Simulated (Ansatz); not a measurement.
Cost and result for the atomization energy of C$_{3}$H$_{9}$Si (`[CH2][SiH](C)C`) radical (13 atoms, 12 bonds).

Z-matrix (Å, degrees):
```
Si
C 1 1.875
C 1 1.876 2 109.4
C 1 1.847 2 110.6 3 122.0
H 1 1.492 2 109.2 3 -119.3
H 2 1.093 1 110.7 3 57.7
H 2 1.092 1 111.3 3 178.0
H 2 1.093 1 110.7 3 -62.0
H 3 1.092 1 111.3 2 -178.1
H 3 1.093 1 110.7 2 61.8
H 3 1.093 1 110.6 2 -57.9
H 4 1.086 1 123.4 2 121.6
H 4 1.087 1 122.4 2 -58.7
```

Charge 0, multiplicity 2. All single points use the PBE0-D4/def2-TZVP geometry. Program: Ansatz. All runs use 4 threads of a server CPU on a shared host. Times are those of one run each, without the atoms' runs, and a repeat can differ threefold. Electronic energies, without spin–orbit coupling; frozen cores. CCSD(T)/CBS adds CCSD(T) − MP2 in def2-TZVPP to the MP2 limit, and its time is that of the two runs behind it. T1 = 0.011; ⟨S²⟩ of the reference is 0.76. B3LYP takes the VWN-RPA correlation (the form of Gaussian; ORCA's B3LYP/G). HSE06 is the plane-wave form, built on full-range PBE exchange.

CCSD(T)/CBS is a level of theory with its own doubt, some kJ/mol a heavy atom from the limit and from the frozen cores, so smaller differences don't rank the functionals.

```csv
level,functions,wall time
LDA (SPW92)/def2-TZVPP,261,1.8 s
revPBE-D4/def2-TZVPP,261,2.6 s
PBE-D4/def2-TZVPP (with forces),261,3 s
PBE0-D4/def2-TZVPP,261,5.5 s
HSE06-D4/def2-TZVPP,261,5.5 s
r2SCAN-D4/def2-TZVPP (with forces),261,6 s
B3LYP-D4/def2-TZVPP (with forces),261,6 s
r2SCANh-D4/def2-TZVPP,261,8 s
CCSD(T)/def2-SVP,105,11 s
ωB97M-V/def2-TZVPP (with forces),261,13 s
MP2/def2-QZVPP,511,25 s
CCSD(T)/def2-TZVPP,261,17 min
CCSD(T)/CBS(def2),–,18 min
```

Task: What atomization energy does each give, and how far from CCSD(T)/CBS? (Estimate.)

Result: Computed: 
```
                             level  atomization (kJ/mol)  difference from CCSD(T)/CBS  per bond
            LDA (SPW92)/def2-TZVPP                5271.2                        545.4      45.5
              revPBE-D4/def2-TZVPP                4688.1                        -37.7      -3.1
   PBE-D4/def2-TZVPP (with forces)                4769.7                         43.9       3.7
                PBE0-D4/def2-TZVPP                4741.4                         15.6       1.3
               HSE06-D4/def2-TZVPP                4743.7                         17.9       1.5
r2SCAN-D4/def2-TZVPP (with forces)                4753.6                         27.8       2.3
 B3LYP-D4/def2-TZVPP (with forces)                4738.4                         12.6       1.0
             r2SCANh-D4/def2-TZVPP                4741.1                         15.3       1.3
                  CCSD(T)/def2-SVP                4498.8                       -227.0     -18.9
  ωB97M-V/def2-TZVPP (with forces)                4738.4                         12.6       1.1
                    MP2/def2-QZVPP                4694.6                        -31.2      -2.6
                CCSD(T)/def2-TZVPP                4625.8                       -100.0      -8.3
                 CCSD(T)/CBS(def2)                4725.8                          0.0       0.0
```

The D4 term adds +37.4 kJ/mol with B3LYP and +19.8 kJ/mol with PBE0; it sums over pairs of atoms, weighted by their polarisabilities, and B3LYP, whose exchange is more repulsive, gets the larger term. At CCSD(T), def2-SVP lies −227.0 kJ/mol from the extrapolated value and def2-TZVPP −100.0 kJ/mol: correlation converges slowly with the basis, and small sets miss more of it in the bonded molecule than in its fragments. From BLYP to BHLYP (50 % exact exchange), in def2-TZVPP and without D4, the atomization energy moves by −7.3 kJ/mol: exact exchange takes away binding that semilocal exchange gives to molecules.
